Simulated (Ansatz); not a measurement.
Molecule: CH7BNO2, charge 1, multiplicity 1. It need not be the lowest isomer of its formula. 
Coordinates optimised at B3LYP-D3(BJ)/def2-TZVP (Ansatz, a program for electronic structure):
```xyz
12

C     -1.8983    -0.1572    -0.0892
N     -0.6268    -0.4917     0.6633
B      0.6396     0.0885    -0.0259
O      0.9301     1.3198     0.3993
O      1.1638    -0.7548    -0.9178
H     -2.7448    -0.5876     0.4384
H     -1.9915     0.9242    -0.1352
H     -1.8223    -0.5771    -1.0884
H     -0.6983    -0.1237     1.6137
H     -0.5424    -1.5074     0.7353
H      1.6838     1.7974     0.0332
H      1.9430    -0.5036    -1.4276
```
Charge +1, spin multiplicity 1.

Basis-set convergence of Hartree-Fock and CCSD(T) correlation energies (hartree) with Ansatz. Correlated levels leave the core frozen unless marked. Spin-orbit coupling is left out. No relativistic terms.

| basis | functions | E(HF) | E(corr, CCSD(T)) |
|---|---|---|---|
| cc-pVDZ | 105 | -270.75080 | -0.82711 |
| cc-pVTZ | 248 | -270.83852 | -1.02439 |
| cc-pVQZ | 485 | -270.85806 | -1.08790 |

Extrapolating the two largest sets (X = 3 and 4) as X^-3: E(corr) = (64·(-1.08790) - 27·(-1.02439))/37 = -1.1342 Eh, an estimate of the basis-set limit. The largest set recovers 95.9 % of it, the smallest 72.9 %.
